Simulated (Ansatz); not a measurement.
**Which isomer of C2H6ClFSi gives these data?**

These gas-phase data were calculated for one isomer of C2H6ClFSi at BLYP-D3(BJ)/def2-SVP (harmonic, unscaled wavenumbers; equilibrium rotational constants with average atomic masses):

```
rotational constants            : 5.233, 1.73, 1.379 GHz
all wavenumbers above 1500 cm⁻¹ : 3045, 3031, 3007, 2953, 2213, 2198
```

Candidates:

(1) `C[C@H](Cl)[SiH2]F`, a singlet
(2) `CC[Si@H](F)Cl`, a singlet
(3) `C[Si](C)(F)Cl`, a singlet

Problem. Which candidate do the data belong to?

Solution. Candidate (1). The band at 2213 cm⁻¹ lies where the Si–H stretch is expected; (3) has no mode between 2000 and 2380 cm⁻¹. 2 modes lie between 2000 and 2380 cm⁻¹, one for each Si–H bond, while (2) has 1.

The same quantities for all candidates:

```
     rotational constants (GHz)         wavenumbers above 1500 cm⁻¹  E above the lowest, BLYP-D3(BJ)/def2-SVP (kcal/mol)
(1)          5.233, 1.73, 1.379  3045, 3031, 3007, 2953, 2213, 2198                                                 50.9
(2)          5.133, 1.76, 1.417  3036, 3026, 2999, 2956, 2954, 2202                                                 13.9
(3)         3.298, 2.226, 2.115  3057, 3057, 3048, 3046, 2962, 2961                                                  0.0
```

Each candidate is one conformer. Programs: Ansatz 0.2.0.
